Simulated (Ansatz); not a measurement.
Geometry optimisation, RKS revPBE-D4/6-31G* in Ansatz.

Input file:

```yaml
crystal:
  periodic: [false, false, false]
  atoms:
    - { symbol: B, position_ang: [0.117087, 0.543517, -0.198144] }
    - { symbol: H, position_ang: [0.031412, -0.325954, 2.039926] }
    - { symbol: Cl, position_ang: [1.36884, -0.727201, -0.407255] }
    - { symbol: O, position_ang: [-1.137034, 0.32256, -0.684265] }
    - { symbol: H, position_ang: [-1.234658, -0.575948, -1.06794] }
    - { symbol: P, position_ang: [0.419543, 2.213066, 0.701695] }
    - { symbol: H, position_ang: [1.849865, 2.156482, 0.698358] }
    - { symbol: H, position_ang: [0.341302, 3.004727, -0.496131] }
    - { symbol: H, position_ang: [-0.037057, 0.272551, 2.416155] }
basis:
  gaussian: { orbitals: "6-31G*" }
hamiltonian:
  xc: revpbe
  dispersion: d4
relax:
  f_tol: 0.03
  max_steps: 50
output:
  orbitals: {}
```

Launched with:

```bash
$ ansatz run input.yaml --threads 1 --pin off --max-ram 2048MiB --backend cpu --events-out ev --progress --plain --runs-dir out
```

**Question.** Where does it end, and by what steps?

**Answer.** The forces met the threshold. The force dipped under the threshold on the way, but the program's further checks kept it going. After 11 steps the energy has fallen by 0.260 eV; H2 moved furthest, 1.06 Å.

```
step  energy less start (eV)  largest force component (eV/Å)  accepted
   0                  0.0000                           1.411       yes
   1                 -0.1286                           0.332       yes
   2                 -0.1846                           0.211       yes
   3                 -0.2049                           0.167       yes
   4                 -0.2248                           0.191       yes
   5                 -0.2394                           0.232       yes
   6                 -0.2470                           0.282       yes
   7                 -0.2536                           0.197       yes
   8                 -0.2557                           0.151       yes
   9                 -0.2536                           0.360        no
  10                 -0.2596                           0.023       yes
  11                 -0.2599                           0.019       yes
```

```xyz
9
Properties=species:S:1:pos:R:3
B 0.167 0.637 -0.432
H 0.012 -0.801 2.982
Cl 1.269 -0.778 -0.300
O -1.022 0.523 -1.089
H -1.159 -0.381 -1.442
P 0.585 2.282 0.501
H 1.955 2.352 0.093
H 0.092 3.164 -0.514
H -0.178 -0.114 3.204
```

Whether the end is a true minimum wasn't checked by a vibrational analysis.

The run took 41 s on 1 thread of Arm Neoverse V1, with other jobs on the host, peak memory 0.14 GiB.
